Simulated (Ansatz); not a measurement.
Basis-set extrapolation for CH₇FO₃Si₂ (`CO[SiH2]O[SiH](O)F`) (PBE0-D4/def2-TZVP geometry, frozen core, Ansatz 0.2.0). Multiplicity 1, RHF reference.

```csv
,def2-TZVPP,def2-QZVPP
HF,-944.310011,-944.347910
MP2 correlation,-1.364154,-1.477300
CCSD(T) correlation,-1.450556,not run
```

Energies in hartree. Use E(X) = E(∞) + A·exp(−7.88·√X) for Hartree–Fock and E(X) = E(∞) + B·X^(−2.97) for correlation, with X = 3 and 4, and add CCSD(T) minus MP2 of the smaller set to the MP2 limit.

**Question.** What is the CCSD(T) energy at the basis-set limit?

**Answer.** HF limit: -944.347910 + (-0.037899) × 0.13774 = -944.35313. MP2 limit: -1.477300 + (-0.113146) × 0.74074 = -1.56111. Higher-order term: -1.450556 − (-1.364154) = -0.08640. Total: -946.00064 hartree, 630.3 kJ/mol below CCSD(T)/def2-TZVPP.
